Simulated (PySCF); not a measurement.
Compound: 1,4-bis(methylsulfanyl)benzene, C₈H₁₀S₂.
Bonds: C1–S2, S2–C3, C3–C4 (aromatic), C4–C5 (aromatic), C5–C6 (aromatic), C6–S7, S7–C8, C6–C9 (aromatic), C9–C10 (aromatic), C3–C10 (aromatic). Hydrogens: H11, H12, H13 on C1; H14 on C4; H15 on C5; H16, H17, H18 on C8; H19 on C9; H20 on C10.

Computed by this run: PySCF 2.14.0, PBE0-D3(BJ)/def2-SVP geometry optimisation, gas phase; density fitting, grid level 2; the optimiser is geomeTRIC in internal coordinates, started from a GFN2-xTB structure.

Step 0: E = -30099.8516 eV
```
atom  x, y, z in Å  |  force x, y, z in eV/Å
C1     -4.0496    0.0200   -0.1465    0.752  -0.494  -0.332
S2     -2.8763   -1.1115   -0.9460   -0.187   0.019   0.002
C3     -1.2907   -0.4554   -0.5226   -0.734  -0.220  -0.132
C4     -1.0945    0.6505    0.2948    0.068   0.017  -0.003
C5      0.1868    1.0838    0.5673    0.109  -0.036  -0.019
C6      1.2916    0.4260    0.0356    0.726   0.227   0.135
S7      2.8751    1.0834    0.4632    0.185   0.003  -0.021
C8      4.0479    0.0158   -0.4187   -0.748   0.440   0.399
C9      1.0957   -0.6804   -0.7810   -0.068  -0.014   0.003
C10    -0.1859   -1.1130   -1.0549   -0.116   0.033   0.026
H11    -3.9347   -0.0224    0.9328   -0.043   0.080   0.461
H12    -5.0354   -0.3397   -0.4251   -0.393  -0.128  -0.099
H13    -3.9064    1.0292   -0.5214   -0.038   0.468  -0.079
H14    -1.9266    1.1851    0.7235   -0.374   0.214   0.183
H15     0.3422    1.9429    1.2020    0.026   0.415   0.302
H16     3.9842   -1.0006   -0.0409    0.065  -0.467   0.060
H17     5.0301    0.4269   -0.2069    0.396   0.143   0.073
H18     3.8548    0.0554   -1.4866    0.025  -0.068  -0.476
H19     1.9283   -1.2140   -1.2102    0.372  -0.223  -0.177
H20    -0.3418   -1.9713   -1.6907   -0.024  -0.409  -0.305
```

Question: Estimate the geometry and energy of step 1. (The exact step hangs on the optimiser's Hessian estimate; all steps are aligned on step 0, rigid shifts and turns removed.)

Answer: E = -30099.9183 eV, largest force 0.142 eV/Å
```
atom  x, y, z in Å  |  force x, y, z in eV/Å
C1     -4.0225    0.0072   -0.1483   -0.137   0.034   0.005
S2     -2.8883   -1.1177   -0.9662    0.032   0.015   0.016
C3     -1.3108   -0.4630   -0.5342    0.098  -0.004  -0.008
C4     -1.0991    0.6507    0.2884   -0.119   0.023   0.024
C5      0.1878    1.0926    0.5681    0.050   0.067   0.046
C6      1.3111    0.4423    0.0415   -0.095   0.000   0.004
S7      2.8887    1.1024    0.4648   -0.031  -0.018  -0.006
C8      4.0208    0.0184   -0.4095    0.135  -0.010  -0.034
C9      1.0997   -0.6738   -0.7778    0.114  -0.024  -0.025
C10    -0.1873   -1.1143   -1.0595   -0.049  -0.065  -0.044
H11    -3.9163   -0.0199    0.9476    0.008  -0.006  -0.041
H12    -5.0310   -0.3465   -0.4112    0.054   0.027   0.025
H13    -3.9083    1.0406   -0.5121   -0.002  -0.045   0.014
H14    -1.9415    1.1914    0.7239    0.032  -0.016  -0.014
H15     0.3235    1.9671    1.2120   -0.009  -0.029  -0.020
H16     3.9630   -1.0203   -0.0480   -0.009   0.040  -0.009
H17     5.0276    0.4086   -0.1959   -0.053  -0.036  -0.015
H18     3.8587    0.0478   -1.4986    0.004   0.002   0.046
H19     1.9422   -1.2161   -1.2111   -0.032   0.016   0.013
H20    -0.3233   -1.9868   -1.7061    0.010   0.027   0.022
```

The energy changes by -0.0667 eV. The first-order estimate −F·Δx gives -0.1483 eV and the mean of the old and new forces, exact on a quadratic surface, -0.0666 eV. The step makes an angle of 48° with the force vector and moves no atom by more than 0.032 Å.

What follows is the cost of the whole optimisation. On AMD EPYC 9R45, one thread, no GPU, shared host, this took 56 s and 0.95 GiB of memory at its peak.
